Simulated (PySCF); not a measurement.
Ground-state electric properties of a mixed set of molecules.

All values: CAM-B3LYP/def2-SVPD (PySCF) at PBE0-D3(BJ)/def2-SVP geometries, gas phase, one conformer each. Core orbitals are frozen in the response; Δα² is half the sum of the squared differences of the principal polarisabilities. The calculation is non-relativistic, for germanium too.

**Question.** Rank by polarisability anisotropy Δα, highest first.
A. 1-ethynyl-4-fluorobenzene, `C#Cc1ccc(F)cc1`
B. `[CH:1]#[C:2][C:3]#[C:4][C:5]#[C:6][C:7](=[O:8])[OH:9]` with C6–C7–O9–H 180°
C. `[CH:1]#[C:2][Si:3]1([N:4]([CH3:5])[CH3:6])[SiH2:7][SiH2:8][SiH2:9]1` with C2–Si3–N4–C5 -36°
D. `[CH3:1][CH2:2][O:3][GeH2:4][GeH3:5]` with C1–C2–O3–Ge4 69°, C2–O3–Ge4–Ge5 38°

**Answer.** B (26.85 Å³), A (11.40 Å³), C (4.76 Å³), D (2.75 Å³).

**Question.** Rank by HOMO–LUMO gap, highest first.
A. `c1cc(ccc1C#C)F`
B. `CC[O][GeH2][GeH3]`
C. `O=C(O)C#CC#CC#C`

**Answer.** B (9.58 eV), A (7.99 eV), C (6.99 eV).

**Question.** Rank by dipole moment, highest first.
A. `C#Cc1ccc(F)cc1` (1-ethynyl-4-fluorobenzene)
B. `[CH:1]#[C:2][C:3]#[C:4][C:5]#[C:6][C:7](=[O:8])[OH:9]` with C6–C7–O9–H 180°
C. `[CH:1]#[C:2][Si:3]1([N:4]([CH3:5])[CH3:6])[SiH2:7][SiH2:8][SiH2:9]1` with C2–Si3–N4–C5 -36°

**Answer.** B (2.26 D), C (1.21 D), A (0.84 D).

All values together:

```
                            SMILES    formula  μ (D)  HOMO (eV)  LUMO (eV)  α (Å³)  Δα (Å³)  electrons  α per electron (Å³)  ΔSCF removal energy (eV)
C#C[Si]1(N(C)C)[SiH2][SiH2][SiH2]1  C4H13NSi4   1.21      -7.35      -0.34   25.83     4.76        100                0.258                      7.74
                 CC[O][GeH2][GeH3]  C2H10Ge2O   1.22      -8.89       0.69   13.98     2.75         94                0.149                      9.56
                    C#Cc1ccc(F)cc1      C8H5F   0.84      -8.07      -0.08   13.90    11.40         62                0.224                         –
                   C#CC#CC#CC(=O)O     C7H2O2   2.26      -8.72      -1.74   16.95    26.85         60                0.282                         –
```

Conformers: `[CH:1]#[C:2][Si:3]1([N:4]([CH3:5])[CH3:6])[SiH2:7][SiH2:8][SiH2:9]1` with C2–Si3–N4–C5 -36°; `[CH3:1][CH2:2][O:3][GeH2:4][GeH3:5]` with C1–C2–O3–Ge4 69°, C2–O3–Ge4–Ge5 38°; `[CH:1]#[C:2][C:3]#[C:4][C:5]#[C:6][C:7](=[O:8])[OH:9]` with C6–C7–O9–H 180°.

A dash marks a removal energy that wasn't run or isn't settled.
